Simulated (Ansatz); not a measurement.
Isolated molecules relaxed with PBE0-D4/def2-TZVP in Ansatz; ΔE leaves out vibrations. CCSD(T)/CBS is the MP2 limit (def2-TZVPP, def2-QZVPP) plus CCSD(T) − MP2 in def2-TZVPP, frozen cores. DFT in def2-TZVPP. HSE06 is defined as in plane-wave codes. One conformer a species, not always the lowest.

`C=N[SiH2]C` → `CN1C[SiH2]1`  (isomerisation)

`C=N[SiH2]C`:

Cartesian coordinates in Å:
```
C 1.792 0.168 -1.278
N 1.087 -0.519 -0.497
Si -0.632 -0.296 -0.281
C -0.970 0.053 1.516
H 2.870 -0.018 -1.363
H 1.401 0.979 -1.914
H -1.138 0.822 -1.140
H -1.289 -1.560 -0.706
H -0.586 -0.757 2.140
H -2.045 0.145 1.694
H -0.491 0.983 1.828
```

`CN1C[SiH2]1`:

```xyz
11

C    -0.144    0.482   -1.427
N    -0.162   -0.410   -0.302
C    -0.795   -0.005    0.969
Si    0.881   -0.750    1.007
H    -1.138    0.542   -1.883
H     0.549    0.106   -2.184
H     0.164    1.505   -1.161
H    -0.849    1.072    1.153
H    -1.715   -0.528    1.228
H     2.017    0.155    1.314
H     1.192   -2.168    1.287
```

```tsv
species	HSE06-D4 energy (Eh)
`C=N[SiH2]C`	-424.43014
`CN1C[SiH2]1`	-424.38855
```

Q: Work out ΔE.

A: ΔE = (-424.38855) − (-424.43014) = 0.04159 Eh = +109.2 kJ/mol. CCSD(T)/CBS gives +126.4 kJ/mol.

Largest T1 diagnostic among the species: 0.012.

In def2-TZVPP, CCSD(T) changes the Hartree–Fock value by −28.0 kJ/mol (the triples alone add −1.8 kJ/mol) and MP2 by −35.6 kJ/mol. Leaving LDA and LC-ωPBE aside and taking each functional with its dispersion term where it has one, the values, not all of them listed here, spread over 24.7 kJ/mol, from PBE-D4 to BHLYP-D4. LDA lies −25.5 kJ/mol from PBE without D4.
